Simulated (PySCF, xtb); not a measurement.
Si(Me)2 (C₂H₆Si), SMILES C[Si]C (connectivity only; charge and spin as stated), neutral, multiplicity 1.

xtb with GFN2-xTB at its own geometry gives an orbital gap of 2.38 eV and a dipole moment of 0.86 D.

The structure is a stationary point at TPSSh-D3(BJ)/def2-TZVP. The isomer is the one that the SMILES or the coordinates give; other isomers of the formula were not compared.

What does CAM-B3LYP/def2-TZVPD in PySCF give? (An estimate is asked for; the answer gives what the named calculation found.)

gap 6.27 eV (levels -7.27 and -1.00 eV), dipole 1.26 D.
